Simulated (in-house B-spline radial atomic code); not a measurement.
Relativistic effects in the tin ion Sn¹⁵⁺, [Ar] 3d10 4s2 4p5: non-relativistic Hartree-Fock (point nucleus) against Dirac-Hartree-Fock (Fermi nucleus of rms radius 4.6519 fm), both averages of the configuration, computed with a radial B-spline atomic code at the basis-set limit.

| orbital | ε NR (Eh) | ε Dirac (Eh) | <r> NR (bohr) | <r> Dirac (bohr) | change of <r> (%) |
| --- | --- | --- | --- | --- | --- |
| 1s1/2 | -1054.7 | -1092.8 | 0.03042 | 0.02905 | -4.5 |
| 2s1/2 | -170.4 | -179.76 | 0.1312 | 0.1248 | -4.8 |
| 2p1/2 | -159.93 | ? | 0.1121 | ? | ? |
| 2p3/2 | -159.93 | -159.82 | 0.1121 | 0.1111 | -0.8 |
| 3s1/2 | -44.482 | -46.491 | 0.348 | 0.3351 | -3.7 |
| 3p1/2 | -40.104 | -41.814 | 0.3395 | 0.3265 | -3.8 |
| 3p3/2 | -40.104 | ? | 0.3395 | ? | ? |
| 3d3/2 | -32.097 | -32.037 | 0.3104 | 0.3082 | -0.7 |
| 3d5/2 | -32.097 | -31.705 | 0.3104 | 0.3116 | +0.4 |
| 4s1/2 | -16.691 | -17.186 | 0.7735 | 0.7522 | -2.8 |
| 4p1/2 | -14.984 | -15.384 | 0.7938 | 0.7724 | -2.7 |
| 4p3/2 | -14.984 | -15.01 | 0.7938 | 0.7902 | -0.5 |

Problem. What happens to 2p1/2?

Solution. Its energy goes to -168.34 hartree and <r> to 0.1058 bohr (-5.57 %).

Problem. What happens to 3p3/2?

Solution. Its energy goes to -40.189 hartree and <r> to 0.337 bohr (-0.73 %).

Problem. What explains the pattern of contraction and expansion?

Solution. Expansion is seen in 3d5/2. The s and p1/2 orbitals contract directly, screen the nucleus better, and so push out orbitals that have little density near the nucleus; spin-orbit coupling adds to this for j = l + 1/2 and opposes it for j = l - 1/2.

Problem. By how much does the total energy change?

Solution. By -153.46 hartree, from -5941.545 to -6095.007.
